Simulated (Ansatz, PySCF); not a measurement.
C2H9AlClGeN (SMILES C[N](C)[Al]([Cl])[GeH3]), singlet, geometry from GFN2-xTB (such geometries of metal compounds can be far from the true shape). Base run: CASSCF(6,6)/STO-3G (PySCF).

Here is a job for PySCF.
```python
from pyscf import gto, scf, mcscf
import numpy

mol = gto.Mole()
mol.atom = '''
    Al    0.182371    0.067065   -0.516491
    Cl    1.530986   -0.269863   -1.984820
    Ge    0.469126   -0.893812    1.681492
    H    -0.596134   -1.836273    2.187697
    H     1.710509   -1.737821    1.836962
    H     0.600750    0.047017    2.854853
    N    -1.282852    1.081115   -0.750393
    C    -1.668083    1.759824   -1.975186
    C    -2.233469    1.305005    0.323015
    H    -2.643276    1.409030   -2.332090
    H    -1.731581    2.843576   -1.823902
    H    -0.921255    1.557340   -2.743420
    H    -2.317614    2.370918    0.563331
    H    -3.229790    0.935615    0.054875
    H    -1.891970    0.771612    1.216057
'''
mol.basis = 'sto-3g'
mol.charge = 0
mol.spin = 0
mol.verbose = 4
mol.build()

mf = scf.RHF(mol)
mf.kernel()
mc = mcscf.CASSCF(mf, 6, 6)
mc.fix_spin_(ss=0.0)
mc.kernel()
occ = numpy.linalg.eigvalsh(mc.fcisolver.make_rdm1(mc.ci, mc.ncas, mc.nelecas))[::-1]
ss = mc.fcisolver.spin_square(mc.ci, mc.ncas, mc.nelecas)[0]
print('natural occupations', occ.round(4), ' <S^2>', round(ss, 4))
```

Programs used: Ansatz (a program for electronic structure), PySCF; a row that names a program was run with it.

Variants of this job, named by their change:

| change | ΔE vs base (kcal/mol) | natural occupations | <S^2> of the state |
|---|---|---|---|
| base | 0.000 | 1.99 1.98 1.97 0.02 0.02 0.01 | 0.00 |
| active space = 6 electrons, 8 orbitals | -4.50 | 1.98 1.98 1.98 0.02 0.02 0.02 0.00 0.00 | 0.00 |
| correction = SC-NEVPT2 | -125.6 | 1.99 1.98 1.97 0.02 0.02 0.01 | 0.00 |
| start = MP2 natural orbitals | -7.50 | 1.98 1.98 1.98 0.02 0.02 0.02 | 0.00 |
| fix_spin_ = off | 0.000 | 1.99 1.98 1.97 0.02 0.02 0.01 | 0.00 |
| code = ansatz; correction = SC-NEVPT2, all electrons | -126.2 | - | - |
| orbitals = fixed (CASCI) | 17.07 | 2.00 2.00 1.99 0.00 0.00 0.00 | 0.00 |
| active space = 10 electrons, 9 orbitals | -11.08 | 2.00 1.99 1.99 1.98 1.97 0.03 0.03 0.02 0.01 | 0.00 |
| active space = 8 electrons, 6 orbitals | 5.35 | 2.00 2.00 1.98 1.98 0.02 0.02 | 0.00 |
| state_average = 2 states | 1.48 | - | - |
| conv_tol = 1e-5 | 4.19 | 1.99 1.98 1.97 0.02 0.02 0.01 | 0.00 |

Active orbitals are taken around the Fermi level unless the row says otherwise; CASSCF can end in different local minima, and two programs can end on different orbitals. State-averaged rows give the lowest state.
